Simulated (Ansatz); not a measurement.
Coupled-cluster diagnostics for cis-NiCl2(PH3)2 (NiP₂H₆Cl₂), Ansatz.

Geometry of the singlet (B3LYP-D4/def2-SVP):

| atom | x (Å) | y (Å) | z (Å) |
| --- | --- | --- | --- |
| Ni1 | -0.9447 | -0.0456 | 0.1761 |
| Cl2 | -2.4138 | -1.6361 | -0.1930 |
| Cl3 | -2.3243 | 1.4072 | 1.0760 |
| P4 | 0.4587 | 1.5675 | 0.5681 |
| H5 | 1.8466 | 1.4676 | 0.2395 |
| H6 | 0.5838 | 1.9729 | 1.9155 |
| H7 | 0.1776 | 2.8044 | -0.0538 |
| P8 | 0.3678 | -1.5276 | -0.7221 |
| H9 | 0.0376 | -1.9425 | -2.0315 |
| H10 | 0.4452 | -2.7745 | -0.0626 |
| H11 | 1.7654 | -1.2932 | -0.9123 |

Correlated methods freeze 25 core orbitals; core or outer-core shells of Ni are correlated, in sets that lack core-valence functions. The name describes the singlet; other states may take another shape.

Geometry of the charge 0 triplet (B3LYP-D4/def2-SVP):

```xyz
11

Ni   -0.435   -0.648    0.784
Cl   -2.524   -1.016    0.197
Cl    1.167   -1.006    2.251
P     0.923   -1.319   -1.019
H     0.576   -1.233   -2.394
H     1.231   -2.701   -0.964
H     2.244   -0.809   -1.087
P    -0.677    1.685    0.575
H    -1.556    2.216    1.551
H    -1.317    2.190   -0.584
H     0.369    2.640    0.690
```

Q: Estimate the CCSD(T) correlation energy, the shares of MP2 and (T), T1 and the reference's ⟨S²⟩ for: charge 0, singlet, own geometry in def2-SVP; charge 0, triplet, own geometry in def2-SVP; charge 1, doublet, vertical in def2-SVP; and the rough time on 4 threads of Arm Neoverse V1 on a shared host.

A: 
```tsv
state	basis	correlation (eV)	MP2 share (%)	(T) share (%)	T1	⟨S²⟩ (pure)	wall time	remarks
charge 0, singlet, own geometry	def2-SVP	-28.858	89.8	3.6	0.040	0.00 (0.00)	26 s	restricted SCF unstable
charge 0, triplet, own geometry	def2-SVP	-26.027	89.6	2.6	0.023	2.01 (2.00)	2.2 min	–
charge 1, doublet, vertical	def2-SVP	-27.583	88.5	3.6	0.042	1.36 (0.75)	1.9 min	spin-contaminated
```
Customary marks for T1 are 0.02 (closed shells), 0.045 (open shells) and about 0.05 (3d metals). T1 exceeds 0.02 in 3 of 3 rows and 0.045 in 0; the higher it lies, the less the single-reference result can be trusted.
